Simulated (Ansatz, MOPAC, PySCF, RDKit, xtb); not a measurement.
Dimer: C2H4 (SMILES C=C) (first 6 atoms) with N2 (SMILES N#N); geometry from B3LYP-D3(BJ)/def2-TZVP, rigid monomers moved along the line of their centres of mass till C2···N8 is 4.09 Å.
(charge 0, multiplicity 1):
```xyz
8

C     -0.1422     0.7337    -0.1053
C      0.3083    -0.5110    -0.1497
H      0.3621     1.5414    -0.6220
H     -1.0348     0.9960     0.4496
H     -0.1974    -1.3171     0.3677
H      1.2005    -0.7748    -0.7046
N      0.1107    -0.1845     4.4074
N     -0.7010    -0.6122     3.8176
```

Interaction energies are E(AB) − E(A) − E(B) at the monomers' geometry in the complex; basis-set methods are counterpoise corrected. Rows marked so take none.

Rows in 6-31G* carry no dispersion term and start afresh at each structure (6-31G* with six Cartesian d functions). MP2/6-31G* freezes PySCF's default core. The state that AM1, PM6 reach isn't checked.

Run with Ansatz (Gaussian basis) for Hartree–Fock, density functionals and correlated methods; MOPAC for AM1, PM6 (differences of heats of formation); PySCF for 6-31G* rows, the dispersion terms; RDKit for the force fields; xtb for the GFN methods. Each number belongs to the level named beside it.

| level | interaction energy (kcal/mol) |
|---|---|
| MMFF94 | -0.34 |
| GFN-FF | -0.33 |
| AM1 | 0.06 |
| PM6 | -0.18 |
| GFN2-xTB | -0.43 |
| B3LYP/6-31G* | 0.05 |
| PBE0-D3(BJ)/def2-TZVPPD | [?] |
| wB97X-V/def2-TZVPPD | -0.45 |
| MP2/6-31G* (no counterpoise) | -0.43 |

Problem. What belongs in the gaps?

Solution. 
- PBE0-D3(BJ)/def2-TZVPPD, interaction energy (kcal/mol): -0.55

Ansatz is a quantum-chemistry and plane-wave program.
